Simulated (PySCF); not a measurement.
A PySCF script (with the pyscf-properties extension) for the NMR shieldings of SMILES NBC1(C2=CC2)CC1, C₆H₁₀BN, on a GFN2-xTB geometry:

```python
import basis_set_exchange as bse
import numpy as np
from pyscf import gto, dft
from pyscf.prop import nmr

atoms = """
N    -0.967625    1.164594    1.817969
B    -1.443635    0.353058    0.810659
C    -0.455306   -0.255821   -0.252883
C     0.961099    0.045949   -0.162044
C     2.184326   -0.059603   -0.598818
C     2.008158    0.778679    0.633110
C    -0.959693   -0.455234   -1.680597
C    -0.763792   -1.641501   -0.817158
H     0.008874    1.394226    1.910613
H    -1.541245    1.585938    2.528156
H    -2.592736    0.120568    0.754806
H     2.906885   -0.423120   -1.285894
H     2.089940    1.861311    0.560275
H     2.330576    0.389595    1.596673
H    -1.965611   -0.131422   -1.898900
H    -0.254683   -0.281436   -2.479758
H     0.077657   -2.287340   -1.018622
H    -1.631949   -2.152122   -0.429243
"""
names = dict.fromkeys(["N", "B", "C", "H"], "pcSseg-1")
basis = {el: gto.basis.parse(bse.get_basis(n, elements=[el], fmt="nwchem")) for el, n in names.items()}
mol = gto.M(atom=atoms, basis=basis, charge=0, verbose=0)
mf = dft.RKS(mol, xc="PBE0")
mf.grids.level = 2
mf.grids.alignment = dft.numint.BLKSIZE   # the property module wants whole blocks of grid points
mf.conv_tol = 1e-9
mf.kernel()

calc = nmr.RKS(mf)   # GIAO
C = mf.mo_coeff
Co = C[:, mf.mo_occ > 0]
resp = mf.gen_response(singlet=True, hermi=2)
def vind(x):   # induced exchange potential for any number of trial vectors
    d = np.einsum("pi,xij,qj->xpq", C, 2 * x.reshape(-1, C.shape[1], Co.shape[1]), Co, optimize=True)
    return np.einsum("xpq,pi,qj->xij", resp(d - d.transpose(0, 2, 1)), C, Co, optimize=True).ravel()
mo1, _ = nmr.rhf.solve_mo1(calc, with_cphf=vind)
sigma = calc.kernel(mo1)
for i, s in enumerate(sigma):   # ppm
    print("%2d %-2s %9.2f" % (i, mol.atom_pure_symbol(i), np.trace(s) / 3))
```

Q: What are the results?

A: 
```
 0 N     153.96
 1 B      60.63
 2 C     176.91
 3 C      50.22
 4 C      95.42
 5 C     178.28
 6 C     164.47
 7 C     164.20
 8 H      25.88
 9 H      27.30
10 H      27.42
11 H      25.71
12 H      30.44
13 H      30.46
14 H      30.53
15 H      30.71
16 H      30.73
17 H      30.52
```

These numbers come from an equivalent density-fitted implementation of the same equations, which agrees with the script to about 0.01 ppm for H and up to a few tenths of a ppm for heavy atoms, so last digits may differ.

Size and cost of the density-fitted run: 186 basis functions, 63 s wall time on 1 thread of an Arm Neoverse N1, shared host; peak memory 0.88 GiB.
